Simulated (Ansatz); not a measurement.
# Ligand exchange: InH2(NH2) + SiH2(OH)(SiH3) → InH2(OH) + SiH2(NH2)(SiH3)

Species: InH2(NH2), singlet; SiH2(OH)(SiH3) (disilanol), singlet; InH2(OH), singlet; SiH2(NH2)(SiH3), singlet. The partners trade NH2 for OH: In–NH2 and Si–OH bonds give way to In–OH and Si–NH2.

Shapes, held fixed at every level: PBE0-D4/def2-TZVP. Flexible molecules stand in one conformer, not always the lowest. Programs: Ansatz 0.2.0. Electronic energies: no zero-point or thermal term.

| level | kind | ΔE (kJ/mol) | less CCSD(T)/def2-TZVPP |
| --- | --- | --- | --- |
| SPW92/def2-TZVPP | LDA | +21.0 | -0.3 |
| PBE0-D4/def2-TZVPP | global hybrid | +17.8 | -3.5 |
| MP2/def2-SVP | perturbation theory | +14.7 | -6.6 |
| MP2/def2-TZVPP | perturbation theory | +21.6 | +0.3 |
| CCSD(T)/def2-SVP | coupled cluster or CI | +16.2 | -5.1 |
| CCSD/def2-SVP | coupled cluster or CI | +16.0 | -5.3 |
| CCSD(T)/def2-TZVPP | coupled cluster or CI | +21.3 | 0.0 |

The highest level, CCSD(T)/def2-TZVPP, gives ΔE = +21.3 kJ/mol; the levels span +14.7 to +21.6. The column of differences is taken from that level and isn't an error. No measured value is set beside it here. For atoms past krypton def2 sets carry core potentials with scalar relativity. Correlated rows may include outer-core shells of In, which these sets cover unevenly.
